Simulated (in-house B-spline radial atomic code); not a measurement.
Relativistic effects in As5+, [Ar] 3d10: non-relativistic Hartree-Fock (point nucleus) against Dirac-Hartree-Fock (Fermi nucleus of rms radius 4.0968 fm), both averages of the configuration, computed with a B-spline radial code for spherical atoms.

```
orbital  ε NR (Eh)  ε Dirac (Eh)  <r> NR (bohr)  <r> Dirac (bohr)  change of <r> (%)
  1s1/2    -435.11       -441.74        0.04636           0.04548               -1.9
  2s1/2    -58.781             ?          0.206                 ?                  ?
  2p1/2    -52.635       -53.909         0.1787            0.1746               -2.3
  2p3/2    -52.635       -52.551         0.1787            0.1783               -0.3
  3s1/2    -10.463       -10.728          0.606            0.5957               -1.7
  3p1/2    -8.3241       -8.5276         0.6183            0.6074               -1.8
  3p3/2    -8.3241       -8.3311         0.6183             0.617               -0.2
  3d3/2    -4.5585             ?         0.6543                 ?                  ?
  3d5/2    -4.5585       -4.5177         0.6543             0.658               +0.6
```

**Question.** What happens to 3d3/2?

**Answer.** Its energy goes to -4.5474 hartree and <r> to 0.6539 bohr (-0.06 %).

**Question.** What happens to 2s1/2?

**Answer.** Its energy goes to -60.287 hartree and <r> to 0.2018 bohr (-2.03 %).

**Question.** What explains the pattern of contraction and expansion?

**Answer.** Expansion is seen in 3d5/2. The s and p1/2 orbitals contract directly, screen the nucleus better, and so push out orbitals that have little density near the nucleus; spin-orbit coupling adds to this for j = l + 1/2 and opposes it for j = l - 1/2.

**Question.** By how much does the total energy change?

**Answer.** By -25.211 hartree, from -2228.255 to -2253.466.
